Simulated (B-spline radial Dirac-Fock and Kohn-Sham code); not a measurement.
## Elastic scattering of 211 eV electrons by the Tc atom

The computed values come from a B-spline atomic structure program: relativistic (Dirac) partial waves in the static field of the Dirac-Fock atom with Furness-McCarthy exchange, without polarisation or absorption potentials. Below a few hundred eV the neglected polarisation potential matters, most of all at small angles.

```
θ (°)  dσ/dΩ (a₀²/sr)  Sherman function
    5            83.2             0.000
   10            44.0             0.001
   15            20.7             0.002
   20            10.4             0.003
   25            5.49             0.003
   30            2.82             0.000
   35            1.34            -0.010
   40           0.648            -0.031
   45           0.466            -0.039
   50           0.576            -0.019
   55           0.788            -0.001
   60           0.954             0.011
   65           0.988             0.020
   70           0.869             0.029
   75           0.633             0.041
   80           0.358             0.061
   85           0.127             0.107
   90         0.00998             0.340
   95          0.0372            -0.192
  100           0.195            -0.084
  105           0.432            -0.053
  110           0.674            -0.039
  115           0.847            -0.032
  120           0.901            -0.027
  125           0.819            -0.025
  130           0.628            -0.025
  135           0.386            -0.029
  140           0.168            -0.043
  145          0.0474            -0.095
  150          0.0712            -0.039
  155           0.251            -0.008
  160           0.557            -0.003
  165           0.926            -0.001
  170            1.27            -0.001
  175            1.52             0.000
```

The total elastic cross section is 21.9 a₀², the first transport cross section 6.77 a₀² and the second, weighted with (3/2) sin²θ, 7.91 a₀². The mean deflection is ⟨1 − cos θ⟩ = 0.309, and 13 % of the collisions scatter beyond 90°.

On this grid of angles the cross section has minima near 45°, 90°, 145°, from interference among the few low partial waves with large phase shifts.
